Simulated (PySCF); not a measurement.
Ga(OMe)(SMe)2, SMILES C[O][Ga]([S]C)[S]C, GFN2-xTB optimised geometry.

```
16

Ga     0.23    -0.48     0.00
O     -0.75     0.97     0.00
C     -0.83     2.38     0.00
H      0.17     2.83    -0.01
H     -1.37     2.70    -0.89
H     -1.36     2.71     0.89
S     -1.02    -2.35     0.00
C     -2.70    -1.64     0.00
H     -2.84    -1.03     0.88
H     -3.38    -2.48     0.00
H     -2.84    -1.04    -0.90
S      2.50    -0.48     0.00
C      2.80    -2.29     0.00
H      3.38    -2.53     0.89
H      3.37    -2.53    -0.89
H      1.86    -2.83     0.01
```

Density from PBE0/def2-TZVP (PySCF 2.14.0) at that geometry.

Minimum of the electron density along straight lines between bonded atoms, close to the bond critical point (lines longer than 1.1 times the sum of covalent radii, or with two minima, are not listed):

| bond | length / Å | ρ at the minimum / e bohr⁻³ | ∇²ρ there / e bohr⁻⁵ | position (fraction from the first atom) |
|---|---|---|---|---|
| Ga1–O2 | 1.747 | 0.139 | 0.84 | 0.49 |
| O2–C3 | 1.414 | 0.251 | -0.47 | 0.65 |
| C3–H4 | 1.092 | 0.284 | -1.00 | 0.64 |
| C3–H5 | 1.093 | 0.284 | -1.00 | 0.65 |
| C3–H6 | 1.093 | 0.284 | -1.00 | 0.65 |
| Ga1–S7 | 2.256 | 0.090 | 0.12 | 0.44 |
| S7–C8 | 1.827 | 0.174 | -0.27 | 0.53 |
| C8–H9 | 1.086 | 0.284 | -0.99 | 0.65 |
| C8–H10 | 1.086 | 0.282 | -0.98 | 0.65 |
| C8–H11 | 1.086 | 0.284 | -0.99 | 0.65 |
| Ga1–S12 | 2.264 | 0.088 | 0.11 | 0.44 |
| S12–C13 | 1.835 | 0.172 | -0.26 | 0.53 |
| C13–H14 | 1.085 | 0.284 | -0.99 | 0.65 |
| C13–H15 | 1.085 | 0.284 | -0.99 | 0.65 |
| C13–H16 | 1.090 | 0.280 | -0.97 | 0.65 |
